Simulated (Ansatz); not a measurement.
Consider the substitution at a C–Si bond: `N=C([SiH3])[SiH2]N` + `O[SiH3]` → `N=C([SiH3])O[SiH3]` + `N[SiH3]`.

Program: Ansatz. Geometries: PBE0-D4/def2-TZVP. ΔE: electronic, gas phase. CBS: MP2 limit from def2 TZ/QZ plus the TZ coupled-cluster correction, frozen cores. This one scheme is used for every species. DFT in def2-TZVPP. One conformer a species, not always the lowest.

```
             level  ΔE (kJ/mol)  difference from CCSD(T)/CBS
            PBE-D4         -6.6                         -8.9
         r2SCAN-D4         -9.2                        -11.5
           PBE0-D4         -5.9                         -8.2
               PBE         -7.5                         -9.8
              PBE0         -6.8                         -9.1
    MP2/def2-TZVPP         -1.2                         -3.5
SCS-MP2/def2-TZVPP         -2.5                         -4.8
CCSD(T)/def2-TZVPP         -1.2                         -3.5
SCS-MP2/def2-QZVPP         -0.2                         -2.5
      HF/CBS(def2)        -11.5                        -13.8
       CCSD(T)/CBS          2.3                            0
```

Largest T1 diagnostic among the species: 0.014.

In def2-TZVPP, CCSD(T) changes the Hartree–Fock value by +10.5 kJ/mol (the triples alone add −0.1 kJ/mol) and MP2 by +10.5 kJ/mol.
